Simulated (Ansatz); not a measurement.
Ansatz (a first-principles code) input file for BH2, SMILES [BH2], multiplicity 2, PBE-D3(BJ)/def2-TZVPD. 

Ansatz 0.2 input:
```yaml
crystal:
  periodic: [false, false, false]
  atoms:
    - {symbol: B, position_ang: [0.00000000, 0.00000000, 0.14530978]}
    - {symbol: H, position_ang: [0.00000000, -1.07825236, -0.36327446]}
    - {symbol: H, position_ang: [0.00000000, 1.07825236, -0.36327446]}
basis:
  gaussian:
    orbitals: def2-TZVPD
hamiltonian:
  xc: pbe
  dispersion: d3bj
magnetization: {spin_polarized: true, initial_magnetization: 1}
relax: {f_tol: 0.002, max_steps: 200}
```

Program output:

```
WARN ansatz: RAYON_NUM_THREADS=1 ignored (pool sized by the plan → 1); use --threads N
Functional definition: PBE
integrals: 0.00 GiB planned
267 factors; their error is unknown
mean field: 0.10 GiB planned
mean field evaluation 1: about -703.3951 eV, gradient 1.1e1 eV
mean field evaluation 2: about -703.8990 eV, gradient 7.3e0 eV
mean field evaluation 4: about -704.3160 eV, gradient 1.6e-1 eV
mean field evaluation 8: about -704.3081 eV, gradient 8.9e-3 eV
mean field evaluation 16: about -703.2646 eV, gradient 1.0e-1 eV
mean field -704.30808098 eV, -25.8828445787 hartree, gradient 2.0e-5 eV, S^2 0.751772; 4 other end points of the search recorded, 0 dependent functions left out
the calculation of the forces begins
reference -704.30811747 eV, -25.8828459197 hartree; 4, 3 occupied and 51, 52 virtual orbitals, 267 factors
relax step   1: F+E_penalty+E_count = -704.32385780 eV  Δ(F+E_penalty+E_count) = +0.000e0 eV  max|allowed force component| = 1.259e-1 eV/Å  Δτ_max = 0.0000 Å  (64 SCF iters, accepted)
these checks for a lower state are left out or cut short: starts, cluster_reference, orbital_swaps, neighbouring_geometries, increment
integrals: 0.00 GiB planned
267 factors; their error is unknown
mean field: 0.10 GiB planned
mean field evaluation 32: about -704.3087 eV, gradient 1.3e-1 eV
mean field -704.30879095 eV, -25.8828706698 hartree, gradient 6.1e-6 eV, S^2 0.751780; 0 other end points of the search recorded, 0 dependent functions left out
the calculation of the forces begins
reference -704.30882740 eV, -25.8828720094 hartree; 4, 3 occupied and 51, 52 virtual orbitals, 267 factors
relax step   2: F+E_penalty+E_count = -704.32456901 eV  Δ(F+E_penalty+E_count) = -7.112e-4 eV  max|allowed force component| = 3.460e-2 eV/Å  Δτ_max = 0.0047 Å  (22 SCF iters, accepted)
these checks for a lower state are left out or cut short: starts, cluster_reference, orbital_swaps, neighbouring_geometries, increment
integrals: 0.00 GiB planned
267 factors; their error is unknown
mean field: 0.10 GiB planned
mean field -704.30885563 eV, -25.8828730467 hartree, gradient 2.2e-5 eV, S^2 0.751780; 0 other end points of the search recorded, 0 dependent functions left out
the calculation of the forces begins
reference -704.30889207 eV, -25.8828743857 hartree; 4, 3 occupied and 51, 52 virtual orbitals, 267 factors
relax step   3: F+E_penalty+E_count = -704.32463491 eV  Δ(F+E_penalty+E_count) = -6.590e-5 eV  max|allowed force component| = 4.169e-3 eV/Å  Δτ_max = 0.0014 Å  (21 SCF iters, accepted)
these checks for a lower state are left out or cut short: starts, cluster_reference, orbital_swaps, neighbouring_geometries, increment
integrals: 0.00 GiB planned
267 factors; their error is unknown
mean field: 0.10 GiB planned
mean field -704.30885641 eV, -25.8828730754 hartree, gradient 7.0e-5 eV, S^2 0.751779; 0 other end points of the search recorded, 0 dependent functions left out
the calculation of the forces begins
reference -704.30889285 eV, -25.8828744144 hartree; 4, 3 occupied and 51, 52 virtual orbitals, 267 factors
relax step   4: F+E_penalty+E_count = -704.32463596 eV  Δ(F+E_penalty+E_count) = -1.046e-6 eV  max|allowed force component| = 8.289e-4 eV/Å  Δτ_max = 0.0003 Å  (19 SCF iters, accepted)
integrals: 0.00 GiB planned
267 factors; their error is unknown
mean field: 0.10 GiB planned
mean field evaluation 64: about -704.3089 eV, gradient 2.1e-5 eV
mean field -704.30885641 eV, -25.8828730754 hartree, gradient 7.0e-5 eV, S^2 0.751779; 5 other end points of the search recorded, 0 dependent functions left out
the calculation of the forces begins
reference -704.30889285 eV, -25.8828744144 hartree; 4, 3 occupied and 51, 52 virtual orbitals, 267 factors
Total energy: -704.32467240 eV, -25.8834543021 hartree
Atom 0 at    -0.000000    -0.000000     0.145890 Å, force    -0.000000    -0.000000     0.000829 eV/Å
Atom 1 at     0.000000    -1.084142    -0.363564 Å, force     0.000000     0.000295    -0.000414 eV/Å
Atom 2 at     0.000000     1.084142    -0.363564 Å, force     0.000000    -0.000295    -0.000414 eV/Å
Dipole moment:     0.000000     0.000000    -0.102317 e Å
```

Self-consistency was reached.
